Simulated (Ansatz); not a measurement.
Consider the formal exchange of groups at a Ge–Cl bond: `[CH3][GeH]([Cl])[Cl]` + `[SiH3]C1=CCO1` → `[CH3][GeH]([SiH3])[Cl]` + `ClC1=CCO1`.

Calculated with Ansatz (gas phase, PBE0-D4/def2-TZVP geometries, no zero-point term in ΔE). CCSD(T)/CBS is the MP2 limit (def2-TZVPP, def2-QZVPP) plus CCSD(T) − MP2 in def2-TZVPP, frozen cores. Functionals use def2-TZVPP. B3LYP here is the variant with VWN-RPA as its local correlation; programs differ in this. For Ge outer-core shells are correlated without core-valence functions, which leaves a few kJ/mol of doubt a bond. Scalar relativity is left out up to krypton.

`[CH3][GeH]([Cl])[Cl]`:

Cartesian coordinates in Å:
```
C 0.989 0.383 0.267
Ge -0.693 -0.451 -0.183
Cl -1.272 0.177 -2.155
Cl -2.199 0.246 1.181
H 1.279 0.099 1.280
H 1.757 0.063 -0.437
H 0.876 1.465 0.213
H -0.738 -1.982 -0.164
```

`[SiH3]C1=CCO1`:

Cartesian coordinates in Å:
```
Si -0.145 -1.206 -1.533
C -0.054 -0.041 -0.080
C 0.827 0.322 0.863
C -0.219 1.257 1.384
O -1.097 0.793 0.319
H -1.237 -2.193 -1.334
H -0.400 -0.450 -2.785
H 1.164 -1.900 -1.611
H 1.837 0.058 1.129
H -0.027 2.328 1.284
H -0.649 1.033 2.363
```

`[CH3][GeH]([SiH3])[Cl]`:

Cartesian coordinates in Å:
```
C -1.518 -0.958 0.307
Ge 0.141 -0.058 0.784
Si 1.387 0.781 -1.066
Cl -0.419 1.692 1.952
H -2.137 -0.299 -0.302
H -2.064 -1.224 1.213
H -1.300 -1.867 -0.258
H 0.986 -0.927 1.736
H 0.515 1.678 -1.868
H 1.840 -0.350 -1.921
H 2.569 1.532 -0.577
```

`ClC1=CCO1`:

Z-matrix (Å, degrees):
```
C
O 1 1.470
C 1 1.925 2 45.0
C 1 1.502 2 88.6 3 0.0
H 1 1.091 2 109.6 3 -118.6
H 1 1.091 2 109.6 3 118.6
Cl 3 1.687 1 170.2 2 -0.0
H 4 1.074 1 137.1 2 180.0
```

```
             level  ΔE (kcal/mol)
             B3LYP           27.1
SCS-MP2/def2-QZVPP           29.3
```

(1) What does CCSD(T)/CBS give? (Estimate.)

Largest T1 diagnostic among the species: 0.014.

Answers

(1) Ansatz gave: +27.9 kcal/mol. The listed levels differ from it by -0.8, 1.4 kcal/mol.

From PBE to PBE0 (25 % exact exchange), in def2-TZVPP and without D4, ΔE moves by +1.8 kcal/mol. In def2-TZVPP, CCSD(T) changes the Hartree–Fock value by −5.4 kcal/mol (the triples alone add −0.7 kcal/mol) and MP2 by −4.9 kcal/mol.
